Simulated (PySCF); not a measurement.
ClGeH₆NSi, SMILES Cl[SiH2][NH][GeH3]. Atoms are numbered in the order given.

```xyz
10

Si    -0.9595    -1.4901     0.0000
Cl     1.0928    -1.8655     0.0000
N     -1.1260     0.2241     0.0000
Ge     0.1973     1.5308     0.0000
H     -1.5369    -2.1436     1.2078
H     -1.5369    -2.1436    -1.2078
H     -2.0715     0.6004     0.0000
H     -0.5770     2.8649     0.0000
H      1.0728     1.4214    -1.2623
H      1.0728     1.4214     1.2623
```

Geometry optimised at B3LYP-D3(BJ)/def2-SVP. A frequency run showed that this geometry is not a minimum. The structure was generated by enumeration, and PubChem lists no compound with its InChIKey, so it may never have been made. Other conformers were not sampled.

Method: PySCF with ωB97X/def2-TZVP.

Isolated molecule, no solvent.

```yaml
total_energy: -2885.20751 hartree
point_group: Cs
highest_occupied_level: -9.87 eV
lowest_empty_level: 1.94 eV
orbital_gap: 11.81 eV
dipole_moment: 0.446 e·Å
quadrupole, principal values (traceless, Buckingham form, about the centre of nuclear charge): -2.77, -2.16, 4.94 D·Å
mean_static_polarisability: 72.4 bohr³ (10.73 Å³)
polarisability_principal_values: 62.8, 73.8, 80.6 bohr³
```
